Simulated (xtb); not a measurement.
xtb input:

```bash
xtb mol.xyz --gfn 2 --sp --chrg 1 --uhf 0
```
mol.xyz:
```
3

N     -0.00000000    -0.00000000    -0.90472069
P      0.00000000     0.00000000     0.55016401
H     -0.00000000    -0.00000000    -1.91941528
```

**Question.** Which total energy does the run end on?

**Answer.** -5.46660 Eh (GFN2-xTB).

It need not be the lowest isomer of its formula.
